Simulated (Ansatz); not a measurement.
Compare A (`BN([SiH3])[SiH2]F`) with its isomer B (`FBN([SiH3])[SiH3]`).

Isolated molecules relaxed with PBE0-D4/def2-TZVP in Ansatz; ΔE leaves out vibrations. CCSD(T)/CBS is the MP2 limit (def2-TZVPP, def2-QZVPP) plus CCSD(T) − MP2 in def2-TZVPP, frozen cores. DFT in def2-TZVPP. B3LYP here is the variant with VWN-RPA as its local correlation; programs differ in this. Each species was taken in one conformer, which may not be the lowest.

Task: Which isomer does CCSD(T)/CBS put lower? Give the gap. (Estimate.)

Result: The calculation gave: A, by 6.6 kJ/mol.

Task: Give E(B) − E(A) in kJ/mol with B3LYP, B2PLYP, PBE0-D4, CCSD(T)/def2-TZVPP, CCSD/def2-TZVPP, PBE-D4, ωB97M-V. (Estimate.)

Result: Ansatz gave: B3LYP 1.2, B2PLYP 3.5, PBE0-D4 -2.8, CCSD(T)/def2-TZVPP 2.5, CCSD/def2-TZVPP 3.2, PBE-D4 -4.9, ωB97M-V 1.7. The order is the other way round with PBE0-D4, PBE-D4.

Largest T1 diagnostic: 0.012.
